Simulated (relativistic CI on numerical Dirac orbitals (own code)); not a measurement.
**Nb4+: resonant inelastic scattering at the M2,3 edge**

Computed with this model: Dirac-Coulomb-Breit CI, separate exchange-only KLI orbitals for each configuration, a model potential for QED, valence Slater integrals scaled by 0.9, Kramers-Heisenberg scattering through one core-hole configuration in a parametric crystal field; configurations [Kr] 4d → [Ne] 3s2 3p5 3d10 4s2 4p6 4d2; 300 K; core-hole width 2 eV; summed over polarisations. Incident energies are the highest absorption maxima for each field (at most a few, so the weaker spin-orbit partner edge can be absent), on the computed scale of the free ion. Intensities are in per cent of the strongest line above 0.02 eV; levels within 1 cm⁻¹ are merged; final levels count from the ground level, the first row holds all elastic scattering, lines under 0.4 are left out and each table stops after 24 rows. The scale of the Slater integrals is a model choice and moves the terms in proportion.

Field parameters in Wybourne normalisation: D4h B²₀ = −7Ds, B⁴₀ = 21(Dq − Dt), B⁴₄ = 21√(5/14) Dq; Oh B⁴₀ = 21Dq, B⁴₄ = √(5/14) B⁴₀; Td as Oh with Dq negative (B⁴₀ = 21Dq, B⁴₄ = √(5/14) B⁴₀). The field is a parameter set, without covalency, and values of 10Dq over about 45,000 cm⁻¹ lie beyond real compounds.

S is read from ⟨S²⟩ = S(S + 1).

D4h, 10Dq = 12250, Ds = -1490, Dt = 410 cm⁻¹:

| Final level (eV) | Degeneracy | Irrep | S | 370.7 eV | 386.1 eV |
| --- | --- | --- | --- | --- | --- |
| 0.000 | 2 | Γ7 | 0.50 | 2240.2 | 342.2 |
| 0.766 | 2 | Γ6 | 0.50 | 66.2 | 43.3 |
| 0.861 | 2 | Γ7 | 0.50 | 77.5 | 16.3 |
| 1.538 | 2 | Γ7 | 0.50 | 55.1 | 11.3 |
| 2.022 | 2 | Γ6 | 0.50 | 100.0 | 23.2 |

Oh, 10Dq = 56500 cm⁻¹:

```tsv
Final level (eV)	Degeneracy	Irrep	S	367.6 eV	374.8 eV	382.8 eV
0.000	4	Γ8	0.50	879.9	579.5	194.2
0.131	2	Γ7	0.50	84.4	17.8	12.4
7.051	4	Γ8	0.50	3.1	100.0	4.7
```

Td, 10Dq = -9500 cm⁻¹:

```
Final level (eV)  Degeneracy  Irrep     S  370.7 eV  386.1 eV
           0.000           4     Γ8  0.50    1605.0     248.9
           1.154           4     Γ8  0.50     100.0      44.2
           1.274           2     Γ7  0.50      73.9       4.0
```

For the first field the strongest loss at the lowest incident energy is the level at 2.02 eV (S = 0.50, against 0.50 in the thermal ground state).
